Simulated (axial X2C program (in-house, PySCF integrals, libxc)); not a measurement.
InB⁻: from the spin-free to the two-component result

All values were computed with an axial X2C code built on PySCF integrals. Spin-free means the one-electron spin-free X2C Hamiltonian; two-component (2c) means X2C with spin–orbit coupling and atomic mean-field two-electron Coulomb and Gaunt terms, so the difference of the two also holds small scalar two-electron terms. Basis: In dyall-acv3z [12s13p10d5f1g], B dyall-av3z [8s7p3d2f] (cores contracted in-house); Gaussian nuclei, density fitting, unrestricted open shells. Masses: In 114.904 u, B 11.009 u.

Spin-free state: M_S = 3/2, Λ = 0 (beyond evenly filled blocks: σα, π+α, π-α); fragments In- + B for PBE0; In + B- for TPSS.

```csv
level,Re (Å),ωe (cm⁻¹),De (eV),μ (D)
PBE0,2.254,464.3,2.802,-4.52
TPSS,2.275,440.3,2.798,-4.39
```

Dipoles are positive if B is the positive end and refer to the centre of mass.

Two-component determinant lowest at the distance of the search:

Ω = 3/2 (⟨Sz⟩ = 1.49, ⟨Lz⟩ = 0.01 at PBE0); fragments In + B-.

| level | Re (Å) | ωe (cm⁻¹) | μ (D) |
| --- | --- | --- | --- |
| PBE0 | 2.253 | 463.5 | -4.53 |
| TPSS | 2.274 | 439.7 | -4.39 |

Q: From the two tables, how do the constants change at the PBE0 level (2c against spin-free)?

A: At the PBE0 level Re goes down by 0.001 Å and ωe falls by 0.8 cm⁻¹.

The state is a single determinant with fixed occupations, the lowest that a limited PBE0 search found. De is counted from the lowest determinant-based energies of the atoms at the same level, without counterpoise correction. De is not given where an atomic determinant may have missed its ground term or J level, or where the truncated virtual space spoils (T). Density functionals use the spin component along the axis (collinear). PBE0 can misorder states that lie within some tenths of an eV, so this need not be the ground state of the molecule. The nearest other spin-free determinant of the search, M_S = 1/2, Λ = 0, lies 0.27 eV up at the distance of the search. Without a current term, density functionals place determinants with orbital angular momentum somewhat too high. With several unpaired electrons one determinant need not be a pure state. The highest occupied level of some functionals is positive through self-interaction error; at Hartree–Fock it is bound. This is the top spin component of a Σ state; components of lower Ω are not single determinants and can lie lower.
